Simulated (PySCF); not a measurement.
Species: `C(#C)c1pcc(s1)[SiH3]`. The columns A, B, C and D hold Mulliken, IAO, Hirshfeld and ESP-fitted charges (e) of one PBE0/pcSseg-1 density (PySCF), in a shuffled order. Coordinates in Å (GFN2-xTB); the density's dipole moment is (-1.12, 0.60, -0.16) D.

| atom | x | y | z | A | B | C | D |
| --- | --- | --- | --- | --- | --- | --- | --- |
| C1 | 4.039 | 0.271 | -0.616 | -0.344 | -0.414 | -0.095 | -0.219 |
| C2 | 2.902 | 0.010 | -0.319 | +0.544 | +0.081 | -0.067 | -0.025 |
| C3 | 1.578 | -0.276 | 0.018 | -0.826 | +0.007 | -0.079 | -0.389 |
| P4 | 1.062 | -1.704 | 0.839 | +0.540 | -0.081 | +0.090 | +0.372 |
| C5 | -0.626 | -1.203 | 0.814 | -0.314 | -0.019 | -0.124 | -0.380 |
| C6 | -0.965 | -0.019 | 0.240 | -0.507 | -0.282 | -0.116 | -0.412 |
| Si7 | -2.692 | 0.718 | 0.096 | +0.606 | +0.364 | +0.312 | +0.616 |
| S8 | 0.354 | 0.881 | -0.417 | +0.366 | +0.086 | +0.140 | +0.388 |
| H9 | 5.035 | 0.482 | -0.866 | +0.049 | +0.306 | +0.097 | +0.208 |
| H10 | -1.382 | -1.836 | 1.252 | +0.118 | +0.145 | +0.049 | +0.169 |
| H11 | -2.700 | 2.010 | 0.783 | -0.071 | -0.059 | -0.071 | -0.111 |
| H12 | -2.998 | 0.896 | -1.324 | -0.071 | -0.059 | -0.071 | -0.111 |
| H13 | -3.612 | -0.228 | 0.726 | -0.090 | -0.074 | -0.065 | -0.107 |

Which column most likely holds the ESP-fitted charges?

B. Σ q r misses the density's dipole by 0.04 D (B), 0.18 D (D), 0.44 D (C), 1.73 D (A). Charges fitted to the outside potential are the only set here that is tied to the molecule's multipoles.

And the Hirshfeld charges?

C. The mean sizes are 0.106 e (C), 0.152 e (B), 0.270 e (D), 0.342 e (A), and Hirshfeld charges are commonly the smallest of these schemes.

As computed, A = Mulliken, B = ESP-fitted, C = Hirshfeld, D = IAO. Hydrogens on carbon: Mulliken +0.05 to +0.12, ESP-fitted +0.14 to +0.31, Hirshfeld +0.05 to +0.10, IAO +0.17 to +0.21 e.

The Hirshfeld scheme weights the molecular density at each point by an atom's share of the summed free-atom densities. The ESP scheme is a least-squares fit of atom-centred charges to the potential on four shells outside the van der Waals surface, with the total charge fixed.

Isolated species at its GFN2-xTB geometry, gas phase.
